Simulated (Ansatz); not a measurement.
Start from `CC/C=C(\C)CC` and change one atom or group to get `C/C=C\CC`.

Ansatz, PBE0-D4/def2-TZVP geometries, multiplicity 1. Each molecule was computed in one conformer, which needn't be the lowest.

```
                                          property  `CC/C=C(\C)CC`
    size of the dipole moment (PBE/def2-TZVPP) / D            0.24
             HOMO–LUMO gap (B3LYP/def2-TZVPP) / eV            6.87
                 HOMO energy (PBE/def2-TZVPP) / eV           -5.55
size of the dipole moment (ωB97M-V/def2-TZVPP) / D            0.24
               LUMO energy (B3LYP/def2-TZVPP) / eV            0.45
                LUMO energy (PBE0/def2-TZVPP) / eV            0.69
```

(1) Give the same properties after the change, and the shifts. (Estimate.)

Answers

(1) Computed: 
```json
{"property": "size of the dipole moment (PBE/def2-TZVPP) / D", "`C/C=C\\CC`": "0.29", "shift": "0.05"}
{"property": "HOMO–LUMO gap (B3LYP/def2-TZVPP) / eV", "`C/C=C\\CC`": "7.14", "shift": "0.27"}
{"property": "HOMO energy (PBE/def2-TZVPP) / eV", "`C/C=C\\CC`": "-5.80", "shift": "-0.25"}
{"property": "size of the dipole moment (ωB97M-V/def2-TZVPP) / D", "`C/C=C\\CC`": "0.28", "shift": "0.04"}
{"property": "LUMO energy (B3LYP/def2-TZVPP) / eV", "`C/C=C\\CC`": "0.43", "shift": "-0.02"}
{"property": "LUMO energy (PBE0/def2-TZVPP) / eV", "`C/C=C\\CC`": "0.69", "shift": "0.00"}
```

Dipoles are sizes alone; their direction can turn.

Positive LUMOs are unbound, so they and the gaps depend on the basis.

B3LYP here is the variant with VWN-RPA as its local correlation; programs differ in this.
